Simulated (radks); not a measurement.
The samarium ion Sm2+ inside a hard spherical wall (all orbitals vanish at R), configuration held at [Xe] 4f6 and not refilled when levels cross. Calculated with a radial shooting solver on a logarithmic mesh with Libxc functionals: scalar-relativistic Kohn-Sham, PBEsol, spin-polarised, spherical densities, point nucleus; open shells are filled with parallel spins first (spin-orbit coupling, left out, can overturn this in heavy ions). Eigenvalues in eV for spin up, with the zero of energy where the potential of the charges vanishes at infinity; a dash marks a level that is unbound or too diffuse for the functional's potential to be trusted. A positive occupied level is held by the wall or, in an anion where self-interaction has pushed it up, behind a barrier. The pressure on the wall is -dE/dV.

| R (bohr) | E (hartree) | kinetic (hartree) | e(4d) | e(5s) | e(5p) | e(4f) | e(5d, empty) | e(6s, empty) | pressure (GPa) |
|---|---|---|---|---|---|---|---|---|---|
| free | -10423.1341 | 11141.702 | -143.29 | -57.639 | -37.284 | -17.028 | -13.892 | -13.783 | 0 |
| 20 | -10423.1341 | 11141.702 | -143.29 | -57.639 | -37.284 | -17.028 | -13.892 | -13.783 | < 0.0001 |
| 12 | -10423.1341 | 11141.702 | -143.29 | -57.639 | -37.284 | -17.028 | -13.892 | -13.783 | < 0.0001 |
| 10 | -10423.1341 | 11141.702 | -143.29 | -57.639 | -37.284 | -17.028 | -13.892 | -13.780 | < 0.0001 |
| 8 | -10423.1341 | 11141.702 | -143.29 | -57.638 | -37.283 | -17.027 | -13.884 | -13.731 | 0.000646 |
| 4 | -10423.0751 | 11142.216 | -141.91 | -56.626 | -36.253 | -15.720 | -11.041 | -4.239 | 21.1 |
| 2.5 | -10420.6276 | 11155.455 | -124.62 | -42.120 | -18.938 | 0.939 | 16.343 | 67.057 | 2420 |
